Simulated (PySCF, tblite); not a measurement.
Isomers of C5H6OP2, one GFN2-xTB conformer each. Single-point energies are computed at PBE0/pcSseg-1 (PySCF, gas phase, no added dispersion term), electronic only.

```json
{"SMILES": "COc1cpccp1", "GFN2-xTB relative energy (kJ/mol)": "0.0"}
{"SMILES": "COc1cpcpc1", "GFN2-xTB relative energy (kJ/mol)": "2.9"}
```

Conformers: `[CH3:1][O:2][c:3]1[cH:4][p:5][cH:6][cH:7][p:8]1` with C1–O2–C3–C4 179°; `[CH3:1][O:2][c:3]1[cH:4][p:5][cH:6][p:7][cH:8]1` with C1–O2–C3–C4 -1°.

Question: What does PBE0/pcSseg-1 give for the same structures?

Answer: 
```
    SMILES  PBE0/pcSseg-1 E (Eh)  PBE0/pcSseg-1 (kJ/mol)  GFN2-xTB (kJ/mol)  point group
COc1cpcpc1            -951.40621                     0.0                2.9           Cs
COc1cpccp1            -951.40007                    16.1                0.0           Cs
```

GFN2-xTB puts COc1cpccp1 lowest instead. 

Question: Which frontier levels, dipoles and rotational constants go with these structures?

Answer: 
```csv
SMILES,"HOMO (eV, PBE0/pcSseg-1)",LUMO (eV),dipole (D),"A, B, C (MHz)"
COc1cpcpc1,-7.11,-2.01,2.60,"2443, 1133, 778.1"
COc1cpccp1,-6.82,-2.24,1.46,"2783, 1150, 818.2"
```

Question: What happens when harmonic zero-point energies from GFN2-xTB frequencies are added?

Answer: 
```
    SMILES  ZPE (kJ/mol)  electronic (kJ/mol)  with ZPE (kJ/mol)
COc1cpcpc1         255.2                  0.0                0.0
COc1cpccp1         254.5                 16.1               15.4
```

The zero-point energies span 0.7 kJ/mol. The order is unchanged.
